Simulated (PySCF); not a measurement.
A calculated (TPSSh, PySCF 2.14, ANO-RCC-VTZP, the spin-free X2C one-electron Hamiltonian (Gaussian nucleus)) atom or ion has these occupied shells.

```tsv
shell	electrons	orbital energy (eV)	rms radius, mean of both spins (bohr)
1s α	1	-57305.9	0.0231
1s β	1	-57305.9	0.0231
2s α	1	-9652.7	0.0935
2s β	1	-9652.7	0.0935
2p α	3	-8557.4	0.0843
2p β	3	-8557.4	0.0843
3s α	1	-2182.4	0.240
3s β	1	-2181.6	0.240
3p α	3	-1846.3	0.241
3p β	3	-1845.5	0.241
3d α	5	-1415.8	0.221
3d β	5	-1415.0	0.221
4s α	1	-446.27	0.540
4s β	1	-444.25	0.540
4p α	3	-335.05	0.575
4p β	3	-332.99	0.575
4d α	5	-183.31	0.630
4d β	5	-181.10	0.630
5s α	1	-68.077	1.34
5s β	1	-67.153	1.34
5p α	3	-42.044	1.58
5p β	3	-41.377	1.58
4f α	7	-19.141	0.954
4f β	5	-17.668	0.954
```

Task: Name the element and its charge.

Result: Er²⁺ (erbium, charge +2), in [Xe] 4f12, one real determinant.
